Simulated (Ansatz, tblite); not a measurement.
Cost and result up the ladder for the cluster GeTe₂ (the lowest singlet isomer of a short search) (3 atoms). Total charge 0; singlet. Geometry: r2SCAN-D4/def2-TZVP.

```xyz
3

Ge   -1.1856    0.7979   -0.0330
Te    1.3750    0.7616   -0.0258
Te   -0.1895   -1.5595    0.0588
```

Ansatz on 4 threads of Arm Neoverse V1 on a shared host; xTB runs through tblite on one thread. Times are rough, summed over both states, and most runs start from the orbitals of an earlier one. PBE0-D4/def2-TZVP serves as the yardstick here, not as an exact answer. The other state is a doublet.

In the def2 sets Te takes a core potential; there is no spin–orbit coupling. The xTB rows come from tblite. The structure comes from a short search, and lower isomers may exist.

Raw xTB energies of ions are shifted by several eV.

| level | functions | wall time |
| --- | --- | --- |
| GFN1-xTB | 27 | 0.006 s |
| GFN2-xTB | 27 | 0.007 s |
| PBE-D4/def2-TZVP | 148 | 3.9 s |
| PBE0-D4/def2-TZVP | 148 | 7.1 s |
| r2SCAN-D4/def2-TZVP | 148 | 9.8 s |

(1) Estimate what each level gives for the vertical IE (eV).

Answers

(1) 
```csv
level,vertical IE (eV),difference from PBE0-D4/def2-TZVP (eV)
GFN1-xTB,12.33,4.76
GFN2-xTB,12.76,5.19
PBE-D4/def2-TZVP,7.46,-0.11
PBE0-D4/def2-TZVP,7.57,0.00
r2SCAN-D4/def2-TZVP,7.55,-0.02
```
